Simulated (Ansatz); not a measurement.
Reaction (ligand exchange at a Ge–S bond): `NC[S][GeH3]` + H–F → `[F][GeH3]` + `NCS`

Isolated molecules relaxed with PBE0-D4/def2-TZVP in Ansatz; ΔE leaves out vibrations. CCSD(T)/CBS adds triple-zeta CCSD(T) − MP2 to the extrapolated MP2 energy (def2 sets, frozen cores). This one scheme is used for every species. Functionals use def2-TZVPP. For Ge outer-core shells are correlated without core-valence functions, which leaves a few kJ/mol of doubt a bond. Scalar relativity is left out up to krypton. Each species was taken in one conformer, which may not be the lowest.

`NC[S][GeH3]`:

```xyz
11

N     1.358    0.444   -0.076
C     0.278    1.157    0.562
S    -1.293    0.876   -0.308
Ge   -1.154   -1.341   -0.438
H     2.212    0.511    0.464
H     1.532    0.808   -1.005
H     0.385    2.249    0.593
H     0.185    0.799    1.590
H    -0.655   -1.887    0.909
H    -2.597   -1.805   -0.705
H    -0.251   -1.812   -1.586
```

H–F:

Z-matrix (Å, degrees):
```
F
H 1 0.920
```

`[F][GeH3]`:

```xyz
5

F    -0.831    1.384   -0.343
Ge    0.046   -0.076    0.019
H     1.139   -0.196   -1.049
H     0.620    0.107    1.429
H    -0.974   -1.219   -0.055
```

`NCS`:

Z-matrix (Å, degrees):
```
C
S 1 1.811
N 1 1.444 2 112.7
H 1 1.097 2 107.3 3 -128.3
H 1 1.092 2 104.7 3 117.9
H 2 1.342 1 96.7 3 83.9
H 3 1.012 1 111.0 2 -65.0
H 3 1.014 1 110.4 2 175.5
```

```json
{"level": "LDA (SPW92)", "ΔE (kJ/mol)": "11.9"}
{"level": "CCSD/def2-SVP", "ΔE (kJ/mol)": "-8.4"}
{"level": "HF/def2-QZVPP", "ΔE (kJ/mol)": "-28.7"}
{"level": "HF/CBS(def2)", "ΔE (kJ/mol)": "-29.2"}
```

Problem. What does CCSD(T)/CBS give? (Best estimate.)

Solution. Computed: +7.7 kJ/mol. The listed levels differ from it by 4.2, -16.1, -36.4, -36.9 kJ/mol.

Largest T1 diagnostic among the species: 0.012.

From r2SCAN to r2SCAN0 (25 % exact exchange), in def2-TZVPP and without D4, ΔE moves by +3.6 kJ/mol. In def2-TZVPP, CCSD(T) changes the Hartree–Fock value by +28.5 kJ/mol (the triples alone add +4.2 kJ/mol) and MP2 by +34.7 kJ/mol.
